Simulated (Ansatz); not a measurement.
Consider the ligand exchange at a B–C bond: `BC(B)O[SiH3]` + `CC(O)F` → `BOC(C)F` + `BCO[SiH3]`.

Isolated molecules relaxed with PBE0-D4/def2-TZVP in Ansatz; ΔE leaves out vibrations. CCSD(T)/CBS is the MP2 limit (def2-TZVPP, def2-QZVPP) plus CCSD(T) − MP2 in def2-TZVPP, frozen cores. DFT in def2-TZVPP. B3LYP here is the variant with VWN-RPA as its local correlation; programs differ in this. Each species was taken in one conformer, which may not be the lowest.

Is it downhill or uphill in electronic energy at CCSD(T)/CBS, and by how much? (An estimate is asked.)

Computed: Downhill: ΔE = -1.24 eV.

What do these levels give: B3LYP-D4, ωB97X-V, PBE, PBE0, HF/def2-TZVPP, MP2/def2-TZVPP, CCSD/def2-TZVPP, CCSD(T)/def2-TZVPP, MP2/def2-QZVPP, SCS-MP2/def2-QZVPP, HF/CBS(def2), CCSD/CBS(def2)? (An estimate is asked.)

Computed: B3LYP-D4 -1.27, ωB97X-V -1.24, PBE -1.17, PBE0 -1.20, HF/def2-TZVPP -1.43, MP2/def2-TZVPP -1.26, CCSD/def2-TZVPP -1.29, CCSD(T)/def2-TZVPP -1.27, MP2/def2-QZVPP -1.25, SCS-MP2/def2-QZVPP -1.30, HF/CBS(def2) -1.43, CCSD/CBS(def2) -1.26 eV.

Largest T1 diagnostic among the species: 0.013.

The D4 term adds +0.04 eV with B3LYP and +0.02 eV with PBE0; it sums over pairs of atoms, weighted by their polarisabilities, and B3LYP, whose exchange is more repulsive, gets the larger term. In def2-TZVPP, CCSD(T) changes the Hartree–Fock value by +0.16 eV (the triples alone add +0.02 eV) and MP2 by +0.16 eV.
